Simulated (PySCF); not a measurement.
All of these have the formula C3H7ClOSi. Method used: PySCF, TDDFT wB97X-D/def2-SVPD, vertical, gas phase, core orbitals frozen in the response. Geometries: GFN2-xTB; one conformer of each isolated species. Triplets are in the Tamm–Dancoff approximation.

Question: Rank by computed lowest singlet excitation energy, highest first.
A. `C=C[C@H](Cl)[SiH2]O`
B. `C=CCO[SiH2]Cl`
C. `C=CO[Si@H](C)Cl`
D. `Cl/C(=C/C)O[SiH3]`
E. `C=CO[SiH2]CCl`
F. `Cl[Si@H]1CCCO1`

Answer: F (7.69 eV), B (7.22 eV), C (6.97 eV), E (6.59 eV), A (6.28 eV), D (5.89 eV).

| SMILES | S1 (eV) | LUMO (eV) | HOMO (eV) | α (au) | gap (eV) | S1 mainly |
| --- | --- | --- | --- | --- | --- | --- |
| Cl[Si@H]1CCCO1 | 7.69 | 2.13 | -9.95 | 72.5 | 12.09 | H→L (44%) |
| C=CCO[SiH2]Cl | 7.22 | 1.59 | -9.74 | 78.7 | 11.32 | H→L (53%) |
| C=CO[Si@H](C)Cl | 6.97 | 2.01 | -9.10 | 77.1 | 11.11 | H→L+2 (44%) |
| C=CO[SiH2]CCl | 6.59 | 1.74 | -9.02 | 81.2 | 10.76 | H→L (82%) |
| C=C[C@H](Cl)[SiH2]O | 6.28 | 1.20 | -9.39 | 80.4 | 10.60 | H→L (72%) |
| C/C=C(/Cl)O[SiH3] | 5.89 | 1.75 | -8.42 | 81.2 | 10.17 | H→L (47%) |

H and L stand for HOMO and LUMO.

- `Cl[Si@H]1CCCO1`: Löwdin shares by element: HOMO oxygen 35%, chlorine 11%, carbon 11% or more, silicon 11% (atoms not listed hold the other 33%); LUMO carbon 31%, silicon 20% (atoms not listed hold the other 49%).
- `C=CCO[SiH2]Cl`: Löwdin shares by element: HOMO carbon 73%, oxygen 9% (atoms not listed hold the other 18%); LUMO carbon 45%, silicon 16% (atoms not listed hold the other 39%).
- `C=CO[Si@H](C)Cl`: Löwdin shares by element: HOMO carbon 63% or more, oxygen 23%; LUMO carbon 46%, silicon 14% (atoms not listed hold the other 39%).
- `C=CO[SiH2]CCl`: Löwdin shares by element: HOMO carbon 63% or more, oxygen 23%; LUMO silicon 27%, chlorine 18%, carbon 10% or more, hydrogen 8% or more (atoms not listed hold the other 37%).
- `C=C[C@H](Cl)[SiH2]O`: Löwdin shares by element: HOMO carbon 63%, chlorine 12% (atoms not listed hold the other 24%); LUMO carbon 56%, chlorine 26% (atoms not listed hold the other 18%).
- `C/C=C(/Cl)O[SiH3]`: Löwdin shares by element: HOMO carbon 55% or more, oxygen 14%, chlorine 14% (atoms not listed hold the other 17%); LUMO silicon 37%, hydrogen 22% or more, chlorine 10% (atoms not listed hold the other 31%).
